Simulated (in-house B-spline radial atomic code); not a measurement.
Orbital energies and mean radii along the 42-electron series, configuration [Kr] 4d6. The effective charge is n√(-2ε), a non-relativistic measure. Computed with a B-spline radial code for spherical atoms: Dirac-Hartree-Fock, average of the configuration, finite nuclei.

```json
{"ion": "Sb9+", "Z": "51", "energy of 3d3/2 (Eh)": "-26.604", "mean radius of 3d3/2 (bohr)": "0.3019", "energy of 3p3/2 (Eh)": "-35.063", "mean radius of 3p3/2 (bohr)": "0.32997", "energy of 4s1/2 (Eh)": "-11.924", "mean radius of 4s1/2 (bohr)": "0.77076", "energy of 4p3/2 (Eh)": "-9.7623", "mean radius of 4p3/2 (bohr)": "0.82374", "effective charge of 3d3/2": "21.883"}
{"ion": "Te10+", "Z": "52", "energy of 3d3/2 (Eh)": "-29.176", "mean radius of 3d3/2 (bohr)": "0.29317", "energy of 3p3/2 (Eh)": "-37.908", "mean radius of 3p3/2 (bohr)": "0.32145", "energy of 4s1/2 (Eh)": "-13.335", "mean radius of 4s1/2 (bohr)": "0.74404", "energy of 4p3/2 (Eh)": "-11.037", "mean radius of 4p3/2 (bohr)": "0.79289", "effective charge of 3d3/2": "22.917"}
{"ion": "I11+", "Z": "53", "energy of 3d3/2 (Eh)": "-31.868", "mean radius of 3d3/2 (bohr)": "0.28492", "energy of 3p3/2 (Eh)": "-40.873", "mean radius of 3p3/2 (bohr)": "0.31334", "energy of 4s1/2 (Eh)": "-14.819", "mean radius of 4s1/2 (bohr)": "0.71906", "energy of 4p3/2 (Eh)": "-12.379", "mean radius of 4p3/2 (bohr)": "0.76435", "effective charge of 3d3/2": "23.951"}
{"ion": "Xe12+", "Z": "54", "energy of 3d3/2 (Eh)": "-34.678", "mean radius of 3d3/2 (bohr)": "0.27712", "energy of 3p3/2 (Eh)": "-43.958", "mean radius of 3p3/2 (bohr)": "0.30562", "energy of 4s1/2 (Eh)": "-16.375", "mean radius of 4s1/2 (bohr)": "0.69567", "energy of 4p3/2 (Eh)": "-13.789", "mean radius of 4p3/2 (bohr)": "0.73786", "effective charge of 3d3/2": "24.984"}
{"ion": "Cs13+", "Z": "55", "energy of 3d3/2 (Eh)": "?", "mean radius of 3d3/2 (bohr)": "?", "energy of 3p3/2 (Eh)": "?", "mean radius of 3p3/2 (bohr)": "?", "energy of 4s1/2 (Eh)": "?", "mean radius of 4s1/2 (bohr)": "?", "energy of 4p3/2 (Eh)": "?", "mean radius of 4p3/2 (bohr)": "?", "effective charge of 3d3/2": "?"}
{"ion": "Ba14+", "Z": "56", "energy of 3d3/2 (Eh)": "-40.652", "mean radius of 3d3/2 (bohr)": "0.26269", "energy of 3p3/2 (Eh)": "-50.484", "mean radius of 3p3/2 (bohr)": "0.29119", "energy of 4s1/2 (Eh)": "-19.708", "mean radius of 4s1/2 (bohr)": "0.65304", "energy of 4p3/2 (Eh)": "-16.81", "mean radius of 4p3/2 (bohr)": "0.69019", "effective charge of 3d3/2": "27.051"}
{"ion": "La15+", "Z": "57", "energy of 3d3/2 (Eh)": "?", "mean radius of 3d3/2 (bohr)": "?", "energy of 3p3/2 (Eh)": "?", "mean radius of 3p3/2 (bohr)": "?", "energy of 4s1/2 (Eh)": "?", "mean radius of 4s1/2 (bohr)": "?", "energy of 4p3/2 (Eh)": "?", "mean radius of 4p3/2 (bohr)": "?", "effective charge of 3d3/2": "?"}
{"ion": "Ce16+", "Z": "58", "energy of 3d3/2 (Eh)": "-47.096", "mean radius of 3d3/2 (bohr)": "0.24965", "energy of 3p3/2 (Eh)": "-57.483", "mean radius of 3p3/2 (bohr)": "0.27801", "energy of 4s1/2 (Eh)": "-23.332", "mean radius of 4s1/2 (bohr)": "0.61519", "energy of 4p3/2 (Eh)": "-20.096", "mean radius of 4p3/2 (bohr)": "0.64845", "effective charge of 3d3/2": "29.116"}
{"ion": "Pr17+", "Z": "59", "energy of 3d3/2 (Eh)": "-50.493", "mean radius of 3d3/2 (bohr)": "0.2436", "energy of 3p3/2 (Eh)": "-61.161", "mean radius of 3p3/2 (bohr)": "0.27184", "energy of 4s1/2 (Eh)": "-25.255", "mean radius of 4s1/2 (bohr)": "0.5978", "energy of 4p3/2 (Eh)": "-21.839", "mean radius of 4p3/2 (bohr)": "0.62945", "effective charge of 3d3/2": "30.147"}
{"ion": "Nd18+", "Z": "60", "energy of 3d3/2 (Eh)": "-54.007", "mean radius of 3d3/2 (bohr)": "0.23782", "energy of 3p3/2 (Eh)": "-64.955", "mean radius of 3p3/2 (bohr)": "0.26592", "energy of 4s1/2 (Eh)": "-27.25", "mean radius of 4s1/2 (bohr)": "0.58133", "energy of 4p3/2 (Eh)": "-23.648", "mean radius of 4p3/2 (bohr)": "0.61156", "effective charge of 3d3/2": "31.179"}
{"ion": "Pm19+", "Z": "61", "energy of 3d3/2 (Eh)": "-57.638", "mean radius of 3d3/2 (bohr)": "0.2323", "energy of 3p3/2 (Eh)": "-68.868", "mean radius of 3p3/2 (bohr)": "0.26024", "energy of 4s1/2 (Eh)": "-29.32", "mean radius of 4s1/2 (bohr)": "0.5657", "energy of 4p3/2 (Eh)": "-25.523", "mean radius of 4p3/2 (bohr)": "0.59468", "effective charge of 3d3/2": "32.21"}
{"ion": "Sm20+", "Z": "62", "energy of 3d3/2 (Eh)": "?", "mean radius of 3d3/2 (bohr)": "?", "energy of 3p3/2 (Eh)": "?", "mean radius of 3p3/2 (bohr)": "?", "energy of 4s1/2 (Eh)": "?", "mean radius of 4s1/2 (bohr)": "?", "energy of 4p3/2 (Eh)": "?", "mean radius of 4p3/2 (bohr)": "?", "effective charge of 3d3/2": "?"}
{"ion": "Eu21+", "Z": "63", "energy of 3d3/2 (Eh)": "-65.25", "mean radius of 3d3/2 (bohr)": "0.22197", "energy of 3p3/2 (Eh)": "-77.048", "mean radius of 3p3/2 (bohr)": "0.24954", "energy of 4s1/2 (Eh)": "-33.683", "mean radius of 4s1/2 (bohr)": "0.5367", "energy of 4p3/2 (Eh)": "-29.471", "mean radius of 4p3/2 (bohr)": "0.56359", "effective charge of 3d3/2": "34.271"}
{"ion": "Gd22+", "Z": "64", "energy of 3d3/2 (Eh)": "-69.231", "mean radius of 3d3/2 (bohr)": "0.21712", "energy of 3p3/2 (Eh)": "-81.314", "mean radius of 3p3/2 (bohr)": "0.24449", "energy of 4s1/2 (Eh)": "-35.976", "mean radius of 4s1/2 (bohr)": "0.52322", "energy of 4p3/2 (Eh)": "-31.544", "mean radius of 4p3/2 (bohr)": "0.54924", "effective charge of 3d3/2": "35.301"}
{"ion": "Tb23+", "Z": "65", "energy of 3d3/2 (Eh)": "-73.33", "mean radius of 3d3/2 (bohr)": "0.21248", "energy of 3p3/2 (Eh)": "-85.699", "mean radius of 3p3/2 (bohr)": "0.23964", "energy of 4s1/2 (Eh)": "-38.346", "mean radius of 4s1/2 (bohr)": "0.51036", "energy of 4p3/2 (Eh)": "-33.683", "mean radius of 4p3/2 (bohr)": "0.53561", "effective charge of 3d3/2": "36.331"}
{"ion": "Dy24+", "Z": "66", "energy of 3d3/2 (Eh)": "-77.545", "mean radius of 3d3/2 (bohr)": "0.20802", "energy of 3p3/2 (Eh)": "-90.202", "mean radius of 3p3/2 (bohr)": "0.23497", "energy of 4s1/2 (Eh)": "-40.791", "mean radius of 4s1/2 (bohr)": "0.49807", "energy of 4p3/2 (Eh)": "-35.888", "mean radius of 4p3/2 (bohr)": "0.52264", "effective charge of 3d3/2": "37.361"}
{"ion": "Ho25+", "Z": "67", "energy of 3d3/2 (Eh)": "-81.878", "mean radius of 3d3/2 (bohr)": "0.20374", "energy of 3p3/2 (Eh)": "-94.823", "mean radius of 3p3/2 (bohr)": "0.23046", "energy of 4s1/2 (Eh)": "-43.314", "mean radius of 4s1/2 (bohr)": "0.48632", "energy of 4p3/2 (Eh)": "-38.159", "mean radius of 4p3/2 (bohr)": "0.51028", "effective charge of 3d3/2": "38.39"}
{"ion": "Er26+", "Z": "68", "energy of 3d3/2 (Eh)": "-86.328", "mean radius of 3d3/2 (bohr)": "0.19962", "energy of 3p3/2 (Eh)": "-99.563", "mean radius of 3p3/2 (bohr)": "0.22611", "energy of 4s1/2 (Eh)": "-45.913", "mean radius of 4s1/2 (bohr)": "0.47506", "energy of 4p3/2 (Eh)": "-40.497", "mean radius of 4p3/2 (bohr)": "0.49849", "effective charge of 3d3/2": "39.42"}
{"ion": "Tm27+", "Z": "69", "energy of 3d3/2 (Eh)": "-90.895", "mean radius of 3d3/2 (bohr)": "0.19566", "energy of 3p3/2 (Eh)": "-104.42", "mean radius of 3p3/2 (bohr)": "0.22192", "energy of 4s1/2 (Eh)": "-48.59", "mean radius of 4s1/2 (bohr)": "0.46427", "energy of 4p3/2 (Eh)": "-42.9", "mean radius of 4p3/2 (bohr)": "0.48723", "effective charge of 3d3/2": "40.449"}
{"ion": "Yb28+", "Z": "70", "energy of 3d3/2 (Eh)": "-95.58", "mean radius of 3d3/2 (bohr)": "0.19185", "energy of 3p3/2 (Eh)": "-109.4", "mean radius of 3p3/2 (bohr)": "0.21786", "energy of 4s1/2 (Eh)": "-51.346", "mean radius of 4s1/2 (bohr)": "0.45391", "energy of 4p3/2 (Eh)": "-45.37", "mean radius of 4p3/2 (bohr)": "0.47647", "effective charge of 3d3/2": "41.478"}
{"ion": "Lu29+", "Z": "71", "energy of 3d3/2 (Eh)": "-100.38", "mean radius of 3d3/2 (bohr)": "0.18817", "energy of 3p3/2 (Eh)": "-114.49", "mean radius of 3p3/2 (bohr)": "0.21395", "energy of 4s1/2 (Eh)": "-54.181", "mean radius of 4s1/2 (bohr)": "0.44396", "energy of 4p3/2 (Eh)": "-47.906", "mean radius of 4p3/2 (bohr)": "0.46616", "effective charge of 3d3/2": "42.507"}
```

(1) Fill in the row of Cs13+.

(2) Fill in the row of La15+.

(3) Fill in the row of Sm20+.

(4) How does the screening of 3d3/2 change?

## Answers

(1) energy of 3d3/2 (Eh): -37.607; mean radius of 3d3/2 (bohr): 0.26971; energy of 3p3/2 (Eh): -47.161; mean radius of 3p3/2 (bohr): 0.29824; energy of 4s1/2 (Eh): -18.005; mean radius of 4s1/2 (bohr): 0.6737; energy of 4p3/2 (Eh): -15.266; mean radius of 4p3/2 (bohr): 0.7132; effective charge of 3d3/2: 26.018.

(2) energy of 3d3/2 (Eh): -43.815; mean radius of 3d3/2 (bohr): 0.25601; energy of 3p3/2 (Eh): -53.925; mean radius of 3p3/2 (bohr): 0.28446; energy of 4s1/2 (Eh): -21.484; mean radius of 4s1/2 (bohr): 0.63357; energy of 4p3/2 (Eh): -18.42; mean radius of 4p3/2 (bohr): 0.66865; effective charge of 3d3/2: 28.083.

(3) energy of 3d3/2 (Eh): -61.385; mean radius of 3d3/2 (bohr): 0.22702; energy of 3p3/2 (Eh): -72.899; mean radius of 3p3/2 (bohr): 0.25478; energy of 4s1/2 (Eh): -31.464; mean radius of 4s1/2 (bohr): 0.55084; energy of 4p3/2 (Eh): -27.464; mean radius of 4p3/2 (bohr): 0.57871; effective charge of 3d3/2: 33.241.

(4) Z less the effective charge goes from 29.12 at Z = 51 to 28.49 at Z = 71.
